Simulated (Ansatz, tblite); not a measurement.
Cost and result up the ladder for SnHF₃ (5 atoms). Total charge 0; singlet. Geometry: PBE0-D4/def2-TZVP.

```csv
atom,x (Å),y (Å),z (Å)
Sn1,0.034,-0.108,-0.036
H2,0.517,-1.637,-0.541
F3,-1.527,0.519,-0.900
F4,1.332,1.235,-0.335
F5,-0.357,-0.008,1.812
```

Ansatz on 4 threads of Arm Neoverse V1 on a shared host; xTB runs through tblite on one thread. Times are rough, summed over both states, and most runs start from the orbitals of an earlier one. PBE0-D4/def2-TZVP serves as the yardstick here, not as an exact answer. The other state is a doublet.

In the def2 sets Sn takes a core potential; there is no spin–orbit coupling. The xTB rows come from tblite.

Raw xTB energies of ions are shifted by several eV.

```tsv
level	functions	vertical IE (eV)	difference from PBE0-D4/def2-TZVP (eV)
PBE-D4/def2-TZVP	149	12.67	-0.75
GFN1-xTB	23	18.15	4.73
r2SCAN-D4/def2-TZVP	149	12.99	-0.43
PBE0-D4/def2-TZVP	149	13.42	0.00
GFN2-xTB	22	17.47	4.05
```

**Question.** Estimate how long each takes.

**Answer.** GFN2-xTB 0.005 s; GFN1-xTB 0.006 s; PBE-D4/def2-TZVP 3.4 s; PBE0-D4/def2-TZVP 4.3 s; r2SCAN-D4/def2-TZVP 7 s. On shared hardware such times vary by a factor of up to 3.
